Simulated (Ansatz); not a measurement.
A made-up structure of CH$_{3}$FZn, singlet:

```
6
angstrom
F -0.4381 -0.2560 -1.6359
C 0.0132 -0.6026 -0.3535
Zn 0.0341 1.0101 0.7810
H 1.0042 -1.0548 -0.4671
H -0.6548 -1.3819 0.0284
H -0.5386 0.3940 -2.2648
```

It is relaxed with PBE-D4/def2-SVP and then PBE0-D4/def2-TZVP (Ansatz 0.2.0). Atoms count as bonded within 1.22 times the sum of their covalent radii (H–H: 0.88 Å). The end point is not checked to be a true minimum.

Does its bonding change? (A judgement: the text doesn't fix the answer.)

Computed: Yes. Formed: Zn3–H6; broken: F1–H6.

Where it ends: The first stage lowers the energy by 5.54 eV in 20 steps. It ends as CH₃FZn ([F][CH2][ZnH]):
F1  (-0.154, -1.604, -1.780)
C2  (0.049, -0.989, -0.535)
Zn3  (-0.327, 0.940, -0.699)
H4  (1.082, -1.195, -0.234)
H5  (-0.604, -1.488, 0.187)
H6  (-0.626, 2.445, -0.851)
(Å)

Labels in which every atom is bracketed show which atoms are joined, not bond orders.

For scale, one of the runs: PBE0-D4/def2-TZVP relaxation, 128 basis functions, launched by `ansatz run in.yaml --threads 2 --pin off --events-out ev --progress --plain --max-ram 4352MiB`. Hardware: 2 CPU threads of an Arm Neoverse V1, shared host. Wall time about 19 s.
